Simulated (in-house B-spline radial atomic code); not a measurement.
RPA and G0W0 on BLYP: Mn⁷⁺

Configuration [Ne] 3s2 3p6, mean-field start BLYP. Computed with a B-spline radial code for spherical atoms: all electrons, non-relativistic, point nucleus, each spin shell either full or empty, empty states to l = 9 with an (l + 1/2)⁻⁴ tail; G0W0 by contour deformation at full frequency.

Command:
```bash
python run_gw.py task.json out
```
Settings (radii: box in bohr, nucleus in fm):
```
Z                        25
electrons                18
configuration            [Ne] 3s2 3p6
hamiltonian              nr
method                   b88,lyp
lmax                     9
spin_polarised           False
box_radius               8.41
intervals                48
```

Run time, properties included: 1.3 s on 1 thread of Intel(R) Xeon(R) Platinum 8488C, with other jobs on the host.

Energies (hartree):

```
                                     term        value
                         mean-field total  -1136.39967
Hartree-Fock functional on these orbitals  -1135.54849
                      direct second order      -1.4471
                    second-order exchange      0.48037
                         SOSEX correction      0.43793
```

What is the RPA correlation energy, and what remains with SOSEX?

RPA gives -1.2625 hartree (-1.91 eV per electron); RPA + SOSEX gives -0.82454, and the second-order doubles -0.96669 hartree (no singles). SOSEX takes back 35 % of the RPA value.

Quasi-particle levels (eV):

| level | occupied | mean field | Σx - vxc | Σc | QP weight | G0W0 |
| --- | --- | --- | --- | --- | --- | --- |
| 3p | yes | -182.47 | -12.87 | ? | ? | ? |
| 2p | yes | -775.72 | -48.17 | 11.89 | 0.899 | -812.00 |
| 3d | no | -132.50 | 15.74 | -3.45 | 0.970 | -120.21 |

G0W0 = mean field + (Σx - vxc) + Σc, with Σc (partial-wave tail included) taken at the quasi-particle energy. Only the outer levels were computed. Levels of low weight are left out.

Where does G0W0 put 3p?

At -195.60 eV, with Σc = -0.25 eV and a quasi-particle weight of 0.956. The tabulated removal energy is 195.5 ± 0.3 eV (NIST, semi-empirical); the calculation leaves out relativity, Breit and QED terms, and what these don't explain is the method's own error.
